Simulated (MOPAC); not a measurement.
MOPAC input (MNDO):

```
MNDO PRECISE GNORM=0.05 LET XYZ UHF MS=0.5 GEO-OK AUX(PRECISION=9) THREADS=1
C2H7Si

C    -1.72551300 1   -0.51086100 1    0.16244200 1
C    -0.56307400 1    0.38637200 1    0.42330800 1
Si    1.12973700 1    0.11756100 1   -0.25120000 1
H    -2.54457600 1    0.03103800 1   -0.32680100 1
H    -2.14199600 1   -0.90517400 1    1.09766600 1
H    -1.46926400 1   -1.36260000 1   -0.47009300 1
H    -0.76134800 1    1.24840500 1    1.05353600 1
H     1.66560500 1   -1.20509700 1    0.16933000 1
H     2.04915000 1    1.18076900 1    0.21778100 1
H     1.11764200 1    0.11373300 1   -1.73912400 1
```

From the output:

```
                                                       MOPAC v23.2.5 Linux

          FINAL HEAT OF FORMATION =          1.14234 KCAL/MOL =       4.77953 KJ/MOL

          COSMO AREA              =        113.75 SQUARE ANGSTROMS
          COSMO VOLUME            =        101.46 CUBIC ANGSTROMS

          GRADIENT NORM           =          0.04455          =       0.01409 PER ATOM
          IONIZATION POTENTIAL    =          9.742284 EV
          ALPHA SOMO LUMO (EV)    =         -9.742  2.624
          BETA  SOMO LUMO (EV)    =        -11.424  0.620
          NO. OF ALPHA ELECTRONS  =         10
          NO. OF BETA  ELECTRONS  =          9
          MOLECULAR WEIGHT        =         59.1628         POINT GROUP:  Cs

          MOLECULAR DIMENSIONS (Angstroms)

            Atom       Atom       Distance
            H     9    H     4     4.61113
            H     7    H    10     3.16240
            H     7    H     8     1.99012

          SCF CALCULATIONS        =         27

   ATOM   CHEMICAL          X               Y               Z
  NUMBER   SYMBOL      (ANGSTROMS)     (ANGSTROMS)     (ANGSTROMS)

     1       C         -1.70608438  *  -0.50134932  *   0.16283873  *
     2       C         -0.52067301  *   0.35410373  *   0.38830848  *
     3      Si          1.10719244  *   0.11528924  *  -0.24585338  *
     4       H         -2.51918460  *   0.07400363  *  -0.33134330  *
     5       H         -2.10531701  *  -0.88491546  *   1.12706252  *
     6       H         -1.48309915  *  -1.37995328  *  -0.47811034  *
     7       H         -0.71066333  *   1.22182639  *   1.02206948  *
     8       H          1.60939910  *  -1.09932866  *   0.17261061  *
     9       H          1.94001355  *   1.11768044  *   0.20606701  *
    10       H          1.08963111  *   0.14231058  *  -1.62483292  *

                             CARTESIAN COORDINATES

   1    C       -1.706084378    -0.501349319     0.162838735
   2    C       -0.520673008     0.354103732     0.388308479
   3   Si        1.107192438     0.115289237    -0.245853384
   4    H       -2.519184600     0.074003634    -0.331343297
   5    H       -2.105317008    -0.884915458     1.127062523
   6    H       -1.483099152    -1.379953276    -0.478110338
   7    H       -0.710663325     1.221826390     1.022069478
   8    H        1.609399096    -1.099328655     0.172610607
   9    H        1.940013550     1.117680443     0.206067005
  10    H        1.089631113     0.142310584    -1.624832923

           Empirical Formula: C2 H7 Si  =    10 atoms

      MOLECULAR POINT GROUP   :   Cs

          ALPHA EIGENVALUES
 -35.55543 -24.83629 -18.72684 -14.86054 -14.35601 -13.53690 -12.02807 -11.86726
 -11.75068  -9.74228   2.62413   2.73179   2.83467   3.43659   4.07832   4.27369
   4.52151   5.12971   5.83694

           BETA EIGENVALUES
 -34.77244 -24.22384 -18.44381 -14.64534 -14.00374 -13.36143 -11.89271 -11.75596
 -11.42439   0.62015   2.60390   2.87571   3.01648   3.58260   4.23176   4.43120
   4.78704   5.67193   6.12979

              NET ATOMIC CHARGES AND DIPOLE CONTRIBUTIONS

  ATOM NO.   TYPE          CHARGE      No. of ELECS.   s-Pop       p-Pop
    1          C           0.070902        3.9291     1.20487     2.72422
    2          C          -0.499320        4.4993     1.34226     3.15706
    3         Si           1.541481        2.4585     0.98848     1.47004
    4          H          -0.001691        1.0017     1.00169
    5          H          -0.001787        1.0018     1.00179
    6          H          -0.014698        1.0147     1.01470
    7          H           0.042952        0.9570     0.95705
    8          H          -0.377911        1.3779     1.37791
    9          H          -0.382047        1.3820     1.38205
   10          H          -0.377880        1.3779     1.37788
 DIPOLE           X         Y         Z       TOTAL
 POINT-CHG.     0.403    -0.124    -0.201     0.467
 HYBRID        -0.697     0.188     0.329     0.793
 SUM           -0.294     0.065     0.128     0.327

          ATOMIC ORBITAL ELECTRON POPULATIONS

     Atom    s        px        py        pz
    1  C   1.20487   0.90777   0.90437   0.91208
    2  C   1.34226   1.14301   0.98685   1.02719
    3 Si   0.98848   0.50068   0.48252   0.48684
    4  H   1.00169
    5  H   1.00179
    6  H   1.01470
    7  H   0.95705
    8  H   1.37791
    9  H   1.38205
   10  H   1.37788

                    (SZ)    =    0.500000
                    (S**2)  =    0.761679

          ATOMIC ORBITAL SPIN POPULATIONS

    Atom   Total    s     px     py     pz
         Atomic
    1  C -0.0888 -0.009 -0.038 -0.023 -0.018
    2  C  1.1144  0.056  0.104  0.314  0.641
    3 Si -0.0699 -0.010 -0.041 -0.005 -0.013
    4  H  0.0356  0.036
    5  H  0.0350  0.035
    6  H  0.0044  0.004
    7  H -0.0538 -0.054
    8  H  0.0121  0.012
    9  H -0.0016 -0.002
   10  H  0.0127  0.013

 **********************
 *                    *
 * JOB ENDED NORMALLY *
 *                    *
 **********************

 == MOPAC DONE ==
```

The geometry given is a B3LYP-D3(BJ)/def2-TZVP minimum.
